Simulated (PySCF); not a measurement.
**Peak assignment**

Cartesian coordinates in Å; atom numbers follow the order of the lines, from 1:
```xyz
25

C    -1.086   -1.431    0.574
C    -0.596   -0.367   -0.409
C    -1.568   -0.296   -1.593
C    -0.517    0.997    0.305
C    -1.843    1.508    0.780
N    -2.217    1.708    1.959
C     0.792   -0.742   -0.952
Si    2.277   -0.691    0.248
P     2.997    1.429    0.393
H    -2.068   -1.167    0.961
H    -0.402   -1.530    1.413
H    -1.160   -2.397    0.080
H    -2.594   -0.185   -1.252
H    -1.507   -1.212   -2.179
H    -1.326    0.541   -2.245
H     0.158    0.913    1.163
H    -0.094    1.732   -0.387
H    -2.570    1.748    0.008
H    -1.521    1.487    2.673
H     1.020   -0.077   -1.791
H     0.727   -1.748   -1.370
H     3.308   -1.601   -0.275
H     1.961   -1.126    1.613
H     4.139    1.115    1.104
H     3.679    1.415   -0.811
```

How the numbers were obtained: coordinates at the GFN2-xTB level, shielding tensors at PBE0/pcSseg-1 (GIAO), in PySCF 2.14.0 with density-fitted response routines (averaged over atoms made equivalent by symmetry, fast rotation or ring inversion, one conformer, non-relativistic Hamiltonian, gas phase).

δ = σ(ref) − σ, references computed at the same level: 13C (σ = 186.93 ppm) and 1H (σ = 31.72 ppm) vs TMS.

(1) Assign these signals to the numbered atoms. 13C{1H} NMR (computed): δ 176.9, 63.2, 35.1, 30.9, 30.8.

(2) Assign these signals to the numbered atoms. 1H NMR (400 MHz, computed): δ 10.93 (br s, 1H), 7.98 (t, 1H), 4.48 (m, 2H), 2.15 (d, 2H), 1.10 (m, 2H), 1.10 (s, 6H), 0.91 (m, 2H).

Answers

(1) 
176.9 → C5, carbon bonded to C, N, H
63.2 → C4, carbon bonded to 2 C, 2 H
35.1 → C2, carbon bonded to 4 C
30.9 → C1/C3, carbon bonded to C, 3 H
30.8 → C7, carbon bonded to C, Si, 2 H

C1/C3 and C7 lie closer than the usual error of such a calculation, so a measured spectrum could show them in the other order.

(2) 
10.93 → H19, hydrogen on a nitrogen bonded to C
7.98 → H18, hydrogen on a carbon bonded to C, N
4.48 → H22/H23, hydrogen on a silicon bonded to C, P
2.15 → H16/H17, hydrogen on a carbon bonded to 2 C
1.10 → H24/H25, hydrogen on a phosphorus bonded to Si
1.10 → H10/H11/H12/H13/H14/H15, hydrogen on a carbon bonded to C
0.91 → H20/H21, hydrogen on a carbon bonded to C, Si

H24/H25 and H10/H11/H12/H13/H14/H15 lie closer than the usual error of such a calculation, so a measured spectrum could show them in the other order.

The OH or NH signal is concentration- and solvent-dependent in practice; the value given is the gas-phase one. Splittings by 31P in the carbon and heteronuclear signals aren't shown, as no couplings were computed. Shifts are as computed. Against solution values, carbons near 30 ppm lie about +3 ppm off and those near 130 ppm about +5 ppm. Of 1211 compounds with measured shifts, 218 miss one by over three times the rms of a fit or turn the order of signals round; such compounds aren't used in these exercises. Multiplicities follow the n + 1 count of equivalent neighbours, as no J values were calculated; m marks all less simple cases, F and P coupling included.
